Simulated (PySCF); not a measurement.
B(Br)2(OH), SMILES BrB(O)Br at its CAM-B3LYP/def2-SVP optimised geometry (Å):

```
5

B     -0.4805     0.1460     0.0000
Br     1.4478     0.1460     0.0000
Br    -1.4478     1.7925     0.0000
O     -1.1673    -0.9965     0.0023
H     -0.6195    -1.7925     0.0024
```

Method: CAM-B3LYP/def2-TZVP in PySCF 2.14.0.

Map of the Laplacian of the electron density (e/bohr⁵) on the plane z = 0.8 Å:

```
|00000000000000000000000000000|
|00000000000000000000000000000|
|00000000000000000000000000000|
|00000001111100000000000000000|
|00000111221111000000000000000|
|00000112222211000000000000000|
|00001123211221100000000000000|
|00001122000221100000000000000|
|00001121010221110011000000000|
|00001122101221111111111000000|
|00001122222221111122211100000|
|00000112222211112222222100000|
|00000011122111122210122110000|
|00000001112222122200022110000|
|00000001122222122200022110000|
|00000001233322222210122110000|
|00000011356532212222221100000|
|00000012489842111122211100000|
|00000012489842111111111000000|
|00000011357532110001000000000|
|00000001233321100000000000000|
|00000000112211000000000000000|
|00000000011110000000000000000|
|00000000000000000000000000000|
|00000000000000000000000000000|
|00000000000000000000000000000|
|00000000000000000000000000000|
|00000000000000000000000000000|
|00000000000000000000000000000|
```
Scale: ten equal steps from -0.027 (start of '0') to 0.389 (end of '9'), in the order '0123456789'; x runs from -4.00 to 4.00, y from -4.00 (bottom) to 4.00 (top).
